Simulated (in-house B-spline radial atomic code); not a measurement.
**KLI/ALDAx excitations of neutral argon**

Method: KLI/ALDAx. Computed with a B-spline radial code for spherical atoms: linear response of the closed shell [Ne] 3s2 3p6 with the adiabatic LDA exchange kernel on the exchange-only KLI potential; scalar-relativistic (spin-free one-electron X2C), finite nucleus, no spin-orbit coupling, no double excitations, S, P, D and F terms only. Only terms of natural parity with L up to 3 were computed.

Command:
```bash
python run_td.py task.json out
```
Settings (radii: box in bohr, nucleus in fm):
```
Z                        18
electrons                18
configuration            [Ne] 3s2 3p6
hamiltonian              x2c
method                   kli
box_radius               75
rms_radius               3.4274
intervals                115
```

Run time, properties included: 1.8 s on 1 thread of Arm Neoverse N1, with other jobs on the host.

The lowest states, in the order of their Tamm-Dancoff energies; the method's threshold (minus the highest occupied level) is 16.016 eV. Labels give the largest channel, * marks a mixed state, and oscillator strengths are full-response dipole values. Semilocal kernels can invert the small singlet-triplet splittings of Rydberg terms. Energies in eV:

```
     state  full response  Tamm-Dancoff  oscillator strength
3p → 4s 3P              ?             ?                    -
3p → 4s 1P              ?             ?                    ?
3p → 4p 3S         12.831        12.852                    -
3p → 4p 3D         13.081        13.087                    -
3p → 4p 1D         13.204        13.206                    -
3p → 4p 1S         13.586        13.633                    -
3p → 3d 3P         13.708        13.739                    -
3p → 3d 3F         13.892        13.909                    -
3p → 3d 1F         14.135        14.137                    -
3p → 5s 3P         14.241        14.243                    -
3p → 5s 1P         14.293        14.296              0.00204
3p → 3d 1P         14.340        14.356                0.294
3p → 5p 3S         14.641        14.645                    -
3p → 5p 3D         14.696        14.698                    -
3p → 5p 1D         14.730        14.730                    -
3p → 4d 3P         14.848        14.857                    -
```

(1) Where does 3p → 4s 1P lie?

(2) Where does 3p → 4s 3P lie?

(3) How large is the singlet-triplet splitting of 3p → 4s (P terms) in Tamm-Dancoff?

(4) What polarisabilities and dispersion coefficient does the method give?

Answers

(1) At 11.672 eV in full response, 11.680 eV in Tamm-Dancoff, oscillator strength 0.302.

(2) At 11.351 eV in full response, 11.365 eV in Tamm-Dancoff.

(3) 0.316 eV, from the unrounded values.

(4) Dipole 11.06 bohr³, quadrupole 52.83 bohr⁵, C6 64.06 hartree·bohr⁶ for two such species. Recommended dipole value: 11.083 ± 0.007 bohr³ (Schwerdtfeger and Nagle, table of static dipole polarizabilities (2023 update)), which includes relativity and correlation.
